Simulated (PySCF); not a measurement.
From one molecule to another.

First species: Butyl acetate, C6H12O2.
Geometry (PBE0-D3(BJ)/def2-SVP, Å), atoms numbered from 1 in this order:
```xyz
20
C6H12O2 angstrom
C     -2.8650   -0.2635    0.3745
C     -2.1363    0.9396   -0.2082
C     -0.6252    0.9279    0.0019
C      0.0722   -0.2196   -0.7035
O      1.4907   -0.0963   -0.6239
C      2.0842   -0.6063    0.4633
C      3.5760   -0.4445    0.4031
O      1.4889   -1.1477    1.3581
H     -3.9554   -0.1558    0.2719
H     -2.6398   -0.3834    1.4464
H     -2.5831   -1.2029   -0.1261
H     -2.5406    1.8612    0.2420
H     -2.3536    1.0175   -1.2889
H     -0.1904    1.8712   -0.3683
H     -0.3965    0.8680    1.0791
H     -0.1583   -0.2144   -1.7795
H     -0.2253   -1.1884   -0.2762
H      3.8769    0.2809   -0.3616
H      4.0236   -1.4220    0.1670
H      3.9453   -0.1443    1.3924
```

Second species: C5H7Cl.
Numbering: `[CH2:1]=[C:2]([Cl:3])/[CH:4]=[CH:5]\[CH3:6]` (hydrogens: H7, H8 on C1; H9 on C4; H10 on C5; H11, H12, H13 on C6)

Levels: B3LYP/def2-SVPD for dipole moment, HOMO energy, LUMO energy, HOMO–LUMO gap, static isotropic polarisability and electronic spatial extent ⟨r²⟩ about the centre of nuclear charge; TDDFT B3LYP/def2-SVPD for lowest singlet excitation; PBE0-D3(BJ)/def2-SVP for rotational constant A and rotational constant C. Geometries: PBE0-D3(BJ)/def2-SVP. All species are isolated and taken at one optimised geometry, non-relativistic unless stated; the electronic structure was computed with PySCF and density fitting.

Dipoles, sizes and rotational constants follow the conformer. The torsions of the flexible species, by atom-mapped SMILES:
- `[CH3:1][CH2:2][CH2:3][CH2:4][O:5][C:6]([CH3:7])=[O:8]`: C1–C2–C3–C4 64°, C2–C3–C4–O5 173°, C3–C4–O5–C6 86°, C4–O5–C6–C7 178°
- `[CH2:1]=[C:2]([Cl:3])/[CH:4]=[CH:5]\[CH3:6]`: C1–C2–C4–C5 -179°

Values for the first species:

- Dipole moment: 1.82 D
- HOMO energy: -7.74 eV
- LUMO energy: -0.03 eV
- HOMO–LUMO gap: 7.71 eV
- Lowest singlet excitation: 5.88 eV
- Static isotropic polarisability: 82.1 au
- Electronic spatial extent ⟨r²⟩ about the centre of nuclear charge: 1435 bohr²
- Rotational constant A: 5.103 GHz
- Rotational constant C: 0.844 GHz

Estimate the same properties for the second species, and the change in each.

| property | first | second | second less first |
| --- | --- | --- | --- |
| dipole moment | 1.82 D | 1.27 D | -0.55 D |
| HOMO energy | -7.74 eV | -6.51 eV | +1.23 eV |
| LUMO energy | -0.03 eV | -1.40 eV | -1.37 eV |
| HOMO–LUMO gap | 7.71 eV | 5.11 eV | -2.60 eV |
| lowest singlet excitation | 5.88 eV | 5.21 eV | -0.67 eV |
| static isotropic polarisability | 82.1 au | 81.2 au | -0.9 au |
| electronic spatial extent ⟨r²⟩ about the centre of nuclear charge | 1435 bohr² | 792 bohr² | -643 bohr² |
| rotational constant A | 5.103 GHz | 4.228 GHz | -0.875 GHz |
| rotational constant C | 0.844 GHz | 1.509 GHz | +0.665 GHz |

On the first: The polarisability is 12.17 Å³ as a volume (1 au = 0.148185 Å³), or 1.28 au for each of the 64 electrons. No computed singlet falls in the visible range (750 to 380 nm, 1.65 to 3.26 eV); S1 lies 2.62 eV above its blue end.

On the second: The dipole equals about 4.2 × 10⁻³⁰ C·m (1 D = 3.33564 × 10⁻³⁰ C·m). The principal polarisabilities are 51.6, 77.4 and 114.7 au; their mean is the isotropic value.
